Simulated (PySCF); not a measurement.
Species: C4H7O2S (doublet state).
SMILES with atom numbers: `[CH3:1][C:2]([SH:3])[O:4][CH2:5][CH:6]=[O:7]` (hydrogens: H8, H9, H10 on C1; H11 on S3; H12, H13 on C5; H14 on C6)

Structure used (GFN2-xTB), in Å, numbered top down from 1:
```
atom  x, y, z in Å
C1    -1.615   -0.898    0.046
C2    -1.024    0.406   -0.358
S3    -1.605    1.840    0.473
O4     0.166    0.520   -0.973
C5     1.267   -0.321   -0.582
C6     1.885    0.216    0.682
O7     3.059    0.419    0.842
H8    -1.109   -1.349    0.907
H9    -1.566   -1.603   -0.784
H10   -2.656   -0.743    0.316
H11   -0.847    2.690   -0.217
H12    1.982   -0.285   -1.406
H13    0.924   -1.351   -0.433
H14    1.139    0.456    1.463
```

The hyperfine couplings belong to this conformer and change with its torsions.

Computed, not measured: UKS B3LYP, pcH-1 on C H O S, non-relativistic, mean-field spin-orbit, GIAO in PySCF 2.14.0. One conformer (not necessarily the lowest) at the GFN2-xTB geometry, without solvent, vibrations or thermal averaging. A GFN2-xTB geometry isn't a minimum of the functional, and hyperfine couplings can be far from their values at a DFT geometry. No stability test was run, so a lower SCF solution isn't excluded.

Problem. Predict the first-order ENDOR lines of H8/H9/H10, H11 and H14 under fast tumbling at B = 1214.1 mT (Q band).

Solution. For S = 1/2 in fast tumbling each set of equivalent nuclei gives two lines, ν± = |νn ± a/2| to first order, with νn = g_N μN B/h and μN/h = 7.62259 MHz/T.

```json
{"nuclei": "H8/H9/H10", "isotope": "1H", "g_N": "5.5857", "νn (MHz)": "51.69", "a_iso (MHz)": "55.76", "lower line (MHz)": "23.81", "upper line (MHz)": "79.58"}
{"nuclei": "H11", "isotope": "1H", "g_N": "5.5857", "νn (MHz)": "51.69", "a_iso (MHz)": "10.81", "lower line (MHz)": "46.29", "upper line (MHz)": "57.10"}
{"nuclei": "H14", "isotope": "1H", "g_N": "5.5857", "νn (MHz)": "51.69", "a_iso (MHz)": "-0.69", "lower line (MHz)": "51.35", "upper line (MHz)": "52.04"}
```

Problem. Which pairs are centred on the nuclear Larmor frequency, and which on half the coupling?

Solution. Centred on νn, since |a| < 2νn: H8/H9/H10, H11 and H14. No pair has |a| > 2νn.

Problem. At what field would the lower line of H8/H9/H10 fall to zero frequency?

Solution. Where νn = |a|/2, that is B = 27.88 MHz/(5.5857 × 7.62259 MHz/T) = 655 mT, as far as first order holds there.

Nuclei that the bonding pattern makes equivalent are averaged, as if the motion that swaps them (rotation, inversion, ring flip) were fast. The three 1H nuclei of mean +55.8 MHz run from 11.8 to 106.9 MHz in the frozen geometry.
